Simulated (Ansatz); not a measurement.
Input for Ansatz (development build ahead of 0.2.0):

```yaml
crystal:
  periodic: [false, false, false]
  atoms:
    - { symbol: Ge, position_ang: [0.0, 0.0, 0.0] }
basis:
  gaussian: { orbitals: cc-pVDZ }
magnetization:
  initial_magnetization: 2
hamiltonian:
  xc: hf
correlation:
  method: mp2
  frozen_orbitals: { Ge: 9 }
```

The input is written out in the form of the current development build from the run's settings. Correlation on restricted open-shell orbitals is semicanonical, with singles.

Output:

```
Converged                       : yes
Reference energy                : -2075.28824 hartree
Correlation energy              : -0.05844 hartree
Total energy                    : -2075.34668 hartree
Spin squared of the determinant : 2.000
```
